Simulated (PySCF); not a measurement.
## Working out the excitation energy of Br(2+)

Br(2+) [Ar] 3d10 4s2 4p3 (4S) → Br(2+) [Ar] 3d10 4s1 4p3 4d1 (6D). Computed with PySCF 2.14 in aug-cc-pwCVDZ-PP with ECP10MDF, with a scalar-relativistic core potential. Frozen: 3s2 3p6 3d10. Energies in hartree (1 hartree = 27.21139 eV):

| part | Br(2+) (lower) | Br(2+) (upper) |
| --- | --- | --- |
| UHF | -414.339600 | -413.431693 |
| CCSD correlation | -0.081042 | -0.020402 |
| (T) | -0.000962 | -0.000083 |

Question: What does Hartree-Fock give?

Answer: (-413.431693) − (-414.339600) = 0.907907 hartree = 24.705 eV.

Question: What do CCSD and CCSD(T) give?

Answer: The CCSD correlation energies differ by 0.060640 hartree = 1.650 eV and the triples by 0.000879 hartree = 0.024 eV, so CCSD gives 26.355 eV and CCSD(T) 26.379 eV.

A double-zeta basis recovers only part of the correlation energy.
